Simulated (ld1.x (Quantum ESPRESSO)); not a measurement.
Transferability test, TM potential for oxygen (O)

O, norm-conserving Troullier–Martins (Kleinman–Bylander form), made with ld1.x (Quantum ESPRESSO) 7.5 (PBEsol, scalar-relativistic). Core [He], reference 2s1 2p5. Waves: 2s (bound): rc 0.75 bohr; 2p (bound): rc 1.40 bohr. Local part: all-electron potential smoothed inside 1.20 bohr (lloc = -1). Core correction: none.

Energies are relative to the spin-unpolarised reference configuration 2s1 2p5; without spin polarisation the order of configurations can differ from experiment. The frozen-core shift is the all-electron ΔE with the core orbitals held at their reference shape minus the fully relaxed ΔE.

```csv
valence configuration,charge,ΔE all-electron (eV),error AE − PS (meV),frozen-core shift (meV)
2s2 2p4,0,-14.855,+10,+0.3
2s2 2p3,+1,1.505,+63,+0.4
2s2 2p2,+2,34.983,+251,+1.3
2s2 2p0,+4,165.334,+2211,+26
2s2 2p4.3,-0.3,-16.961,+4.4,+0.3
2s2 2p3.5,+0.5,-8.601,+28,+0.3
```

Problem. What are ΔE and the potential's error for 2s1 2p4?

Solution. ΔE = 16.643 eV all-electron; the error (AE − PS) is +1.1 meV.

Levels in the configuration 2s2 2p0:

```tsv
level	all-electron (eV)	pseudo (eV)
2s	-102.383	-101.434
```
